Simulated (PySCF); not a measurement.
## Electronic absorption of C6H6F2O

Species: C6H6F2O.
SMILES: `FCC1=COC=C(F)C1`

Theory: TDDFT wB97X-D/def2-SVPD, vertical, gas phase, core orbitals frozen in the response (PySCF). Isolated species at its GFN2-xTB geometry (one conformer only). Torsions of this conformer, `[F:1][CH2:2][C:3]1=[CH:4][O:5][CH:6]=[C:7]([F:8])[CH2:9]1`: F1–C2–C3–C4 0°.

Question: Predict the UV-vis stick spectrum at this level.

Answer: 

| state | E (eV) | E (hartree) | f | \|μ\| (D) | symmetry | main configurations (H = HOMO, L = LUMO) |
| --- | --- | --- | --- | --- | --- | --- |
| S1 | 5.46 | 0.2007 | 0.035 | 1.29 | A′ | H→L (98%) |
| S2 | 6.30 | 0.2316 | 0.0039 | 0.40 | A″ | H→L+1 (84%) |
| S3 | 6.84 | 0.2513 | 0.067 | 1.61 | A′ | H→L+2 (76%), H-1→L (22%) |
| S4 | 6.98 | 0.2564 | 0.0012 | 0.21 | – | H→L+5 (64%), H→L+4 (10%), H→L+3 (9%) |
| S5 | 7.17 | 0.2633 | 0.0069 | 0.51 | A″ | H→L+3 (60%), H-1→L+1 (14%), H→L+4 (10%) |
| S6 | 7.38 | 0.2711 | 0.023 | 0.91 | A″ | H→L+4 (68%), H→L+5 (16%), H→L+3 (8%) |
| S7 | 7.69 | 0.2825 | 0.0002 | 0.08 | – | H→L+6 (57%), H-1→L+3 (14%), H-1→L+1 (13%) |
| S8 | 7.80 | 0.2868 | 0.467 | 3.97 | A′ | H-1→L (69%), H→L+2 (21%) |

Triplets, Tamm–Dancoff:

| state | E (eV) | λ (nm) | main configurations (H = HOMO, L = LUMO) |
| --- | --- | --- | --- |
| T1 | 4.02 | 308.3 | H→L (86%), H-1→L+2 (8%) |
| T2 | 4.61 | 269.0 | H-1→L (46%), H→L+2 (43%) |
| T3 | 6.27 | 197.6 | H→L+1 (78%) |

The lowest singlet lies at 5.46 eV (227 nm, ultraviolet) and is of moderate strength; its leading configuration is HOMO→LUMO (98%). The strongest level in the table is S8 at 7.80 eV (159 nm, f = 0.467). It is the last of those listed, so stronger ones may follow. Löwdin shares by element: HOMO carbon 44% or more, oxygen 23% (atoms not listed hold the other 34%); LUMO carbon 69% or more (atoms not listed hold the other 31%). The listed states span 2.34 eV, and the widest gap between neighbours is 0.84 eV (S1 to S2). The oscillator strengths of these states sum to 0.604; summed over the whole spectrum of an exact calculation they would give the number of electrons, 68 (Thomas–Reiche–Kuhn). Weighted by f, the mean energy of these states is 7.53 eV. Symmetry labels in Cs follow from the direction of the transition dipole and are given only for states with f of 0.002 or more. Only the lowest 8 singlets were computed, as vertical energies without vibronic structure.
